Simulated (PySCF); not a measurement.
Gas-phase reaction: 2 GaCl + 3 I2 ⇌ 2 GaI3 + Cl2

Energies from PySCF, thermal terms from the rigid-rotor harmonic-oscillator model, ideal gas at 1 bar. † marks an energy on the PBE0/def2-TZVP geometry and frequencies. MP2 and CCSD(T) freeze the core. All species are closed-shell singlets. I: scalar-relativistic def2 core potential, no spin-orbit coupling. Ga: all electrons, no relativistic terms. MP2 isn't extrapolated to the basis-set limit; its ΔH°(298 K) is -432.6 kJ in def2-SVP and -441.6 kJ in def2-TZVPP. CCSD(T) isn't extrapolated to the basis-set limit; its ΔH°(298 K) is -377.9 kJ in def2-SVP and -385.1 kJ in def2-TZVPP. The harmonic model lacks anharmonicity and excited electronic states, which grow with temperature; levels with a mode under 35 cm⁻¹ are left out. Soft modes under 120 cm⁻¹ make the harmonic entropy rough for GaI3.

```json
[
 {"level": "CCSD(T)/def2-TZVPP†", "ΔE electronic, kJ": "-391", "ΔH°(298 K), kJ": "-385", "ΔS°(298 K), J/K": "-267", "ΔG°(1800 K), kJ": "70"},
 {"level": "HF/def2-TZVP†", "ΔE electronic, kJ": "-331", "ΔH°(298 K), kJ": "-324", "ΔS°(298 K), J/K": "-267", "ΔG°(1800 K), kJ": "131"},
 {"level": "M06-2X/def2-TZVP†", "ΔE electronic, kJ": "-376", "ΔH°(298 K), kJ": "-370", "ΔS°(298 K), J/K": "-267", "ΔG°(1800 K), kJ": "85"},
 {"level": "MP2/def2-SVP†", "ΔE electronic, kJ": "-439", "ΔH°(298 K), kJ": "-433", "ΔS°(298 K), J/K": "-267", "ΔG°(1800 K), kJ": "23"},
 {"level": "MP2/def2-TZVPP†", "ΔE electronic, kJ": "-448", "ΔH°(298 K), kJ": "-442", "ΔS°(298 K), J/K": "-267", "ΔG°(1800 K), kJ": "14"},
 {"level": "PBE/def2-TZVP†", "ΔE electronic, kJ": "-302", "ΔH°(298 K), kJ": "-296", "ΔS°(298 K), J/K": "-267", "ΔG°(1800 K), kJ": "160"},
 {"level": "PBE0/def2-QZVP†", "ΔE electronic, kJ": "-332", "ΔH°(298 K), kJ": "-325", "ΔS°(298 K), J/K": "-267", "ΔG°(1800 K), kJ": "130"},
 {"level": "PBE0/def2-SVP†", "ΔE electronic, kJ": "-356", "ΔH°(298 K), kJ": "-349", "ΔS°(298 K), J/K": "-267", "ΔG°(1800 K), kJ": "106"}
]
```
ΔH° is lowest at MP2/def2-TZVPP† and highest at PBE/def2-TZVP†. No reference value is set beside these.
